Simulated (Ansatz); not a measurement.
Basis-set series for BrClFHOSn, SMILES `[OH][Sn]([F])([Cl])[Br]`. Total charge 0; spin multiplicity 1. Sn: def2 effective core potential. The structure was optimised at the PBE0-D4/def2-TZVP level. It is one conformer, not always the lowest.

```xyz
6

O    -0.3018    1.1211   -1.1050
Sn    0.0349   -0.1011    0.3492
F     1.8996   -0.0964    0.7074
Cl   -1.0191    0.7059    2.1991
Br   -0.5690   -2.3983   -0.1880
H    -0.0445    0.7688   -1.9627
```

```json
{"functional": "PBE0-D4", "basis": "def2-SVP", "functions": "109", "energy (Eh)": "-3423.23870", "HOMO (eV)": "-9.23", "LUMO (eV)": "-2.75"}
{"functional": "PBE0-D4", "basis": "def2-TZVPP", "functions": "216", "energy (Eh)": "-3423.95611", "HOMO (eV)": "-9.35", "LUMO (eV)": "-2.89"}
{"functional": "ωB97M-V", "basis": "def2-SVP", "functions": "109", "energy (Eh)": "-3423.59600", "HOMO (eV)": "-11.44", "LUMO (eV)": "-0.62"}
{"functional": "ωB97M-V", "basis": "def2-TZVPP", "functions": "216", "energy (Eh)": "-3424.31430", "HOMO (eV)": "-11.59", "LUMO (eV)": "-0.85"}
```

Task: Give the rows for def2-QZVPP. (Estimate.)

Result: Ansatz gave: 
```csv
functional,basis,functions,energy (Eh),HOMO (eV),LUMO (eV)
PBE0-D4,def2-QZVPP,385,-3424.03585,-9.36,-2.91
ωB97M-V,def2-QZVPP,385,-3424.39080,-11.61,-0.93
```

Scalar relativity is left out up to krypton.
